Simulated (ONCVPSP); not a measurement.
An all-electron radial function and its pseudo partner (nickel (Ni))

Columns: radius, all-electron u(r) and pseudo u(r) of the 3d shell (level -8.87 eV) of nickel in the configuration [Ne] 3s2 3p6 3d8 4s2; PBE, scalar-relativistic, ONCV scheme, ONCVPSP 4.0.1.

| r (bohr) | all-electron | pseudo |
| --- | --- | --- |
| 0.072 | 0.0442 | 0.0042 |
| 0.145 | 0.2035 | 0.0330 |
| 0.217 | 0.4100 | 0.1032 |
| 0.290 | 0.6079 | 0.2233 |
| 0.362 | 0.7640 | 0.3837 |
| 0.435 | 0.8759 | 0.5716 |
| 0.507 | 0.9438 | 0.7583 |
| 0.580 | 0.9762 | 0.9235 |
| 0.652 | 0.9809 | 1.0425 |
| 0.725 | 0.9658 | 1.1077 |
| 0.798 | 0.9374 | 1.1172 |
| 0.870 | 0.9009 | 1.0805 |
| 0.942 | 0.8597 | 1.0126 |
| 1.015 | 0.8155 | 0.9274 |
| 1.088 | 0.7705 | 0.8401 |
| 1.160 | 0.7266 | 0.7620 |
| 1.232 | 0.6839 | 0.6973 |
| 1.305 | 0.6422 | 0.6452 |
| 1.378 | 0.6024 | 0.6026 |
| 1.450 | 0.5653 | 0.5652 |
| 1.522 | 0.5302 | 0.5301 |
| 1.595 | 0.4967 | 0.4967 |
| 1.668 | 0.4653 | 0.4653 |
| 1.740 | 0.4363 | 0.4363 |
| 1.812 | 0.4092 | 0.4091 |
| 1.885 | 0.3834 | 0.3834 |

**Question.** How many radial nodes do the two functions have?

**Answer.** The all-electron 3d function has n − l − 1 = 0; the pseudo-wave has 0.

**Question.** At about which radius was the pseudo-wave matched?

**Answer.** 1.45 bohr, where the columns begin to agree (steps of 0.07 bohr).

**Question.** Where does each function peak?

**Answer.** Outermost all-electron maximum near 0.65 bohr, pseudo maximum near 0.80 bohr (to the table’s step).

**Question.** Is the pseudo-wave norm-conserving?

**Answer.** Yes: the ONCV scheme keeps the norm inside the radius equal to the all-electron one, which fixes the energy derivative of the logarithmic derivative at the level.
